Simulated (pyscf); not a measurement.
**Cl–Sn(Cl)(Cl)–SeH (SMILES [Cl][Sn]([Cl])([Cl])[SeH]), singlet**

Gas-phase minimum from PySCF at ωB97X-D3(BJ)/def2-SVP, one conformer. 

SMILES: [Cl][Sn]([Cl])([Cl])[SeH]
```xyz
6

Cl     2.0121     1.9037    -1.1330
Sn     0.3467     0.6558    -0.1283
Cl     0.1450     1.3502     2.0703
Cl    -1.6673     1.1754    -1.1430
Se     0.9277    -1.7383    -0.3331
H     -0.3123    -2.1120     0.3590
```

Bond lengths (Å): Cl1–Sn2 2.311, Sn2–Cl3 2.314, Sn2–Cl4 2.314, Sn2–Se5 2.472, Se5–H6 1.468. Angles (°): Cl1–Sn2–Cl3 108.3, Cl1–Sn2–Cl4 108.4, Cl1–Sn2–Se5 108.5, Cl3–Sn2–Cl4 105.9, Cl3–Sn2–Se5 112.9, Cl4–Sn2–Se5 112.7, Sn2–Se5–H6 90.5.

Properties at ωB97X-D3(BJ)/def2-SVP:

- Harmonic wavenumbers, unscaled = 33, 77, 106, 117, 120, 122, 272, 394, 413, 418, 664, 2494 cm⁻¹
- Zero-point energy = 7.5 kcal/mol
- Rotational symmetry number = 1
- Entropy of this conformer at 298 K and 1 atm, rigid rotor and harmonic oscillator, modes under 100 cm⁻¹ raised to 100 = 411.4 J/(mol K)
- Dipole moment = 2.24 D

Single-point totals, which compare only within one level:

```tsv
level	total energy (hartree)
ωB97X-D3(BJ)/def2-TZVP	-3997.30832
PBE/def2-TZVP	-3996.34557
r²SCAN/def2-TZVP	-3997.25562
B3LYP-D3(BJ)/def2-TZVP	-3997.43761
PBE0-D3(BJ)/def2-TZVP	-3996.55158
M06-2X/def2-TZVP	-3997.19249
ωB97M-D3(BJ)/def2-TZVP	-3997.46929
```

The lowest mode is so soft that the shape along it may change with the basis. Soft torsions are taken as harmonic, which can shift the entropy by several J/(mol K). Elements up to Kr have no core potential and no relativistic terms here. Elements past Kr carry the def2 core potentials, without spin-orbit coupling.
